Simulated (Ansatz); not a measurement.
```xyz
7

N    -1.439    0.517   -0.475
C    -0.250    0.582   -0.083
Cl    0.592    2.128    0.179
Al    0.700   -1.114    0.242
F     2.289   -1.025    0.651
H    -1.889    1.420   -0.635
H    -0.004   -2.508    0.121
```

Charge 0, multiplicity 1.

(1) List the PBE0/def2-TZVPP orbital energies in eV (Ansatz). (Best estimate.)

## Answers

(1) Ansatz gave: Occupied: -2767.75, -1528.80, -673.25, -392.04, -280.92, -259.57, -197.89, -197.70, -197.68, -114.65, -74.78, -74.61, -74.54, -32.25, -26.56, -23.37, -17.01, -14.04, -13.46, -12.17, -11.88, -11.72, -11.32, -10.08, -8.87, -8.86, -8.16. Lowest empty: -2.09, -0.20, -0.11, 0.32, 1.44, 1.97, 2.72, 3.76.
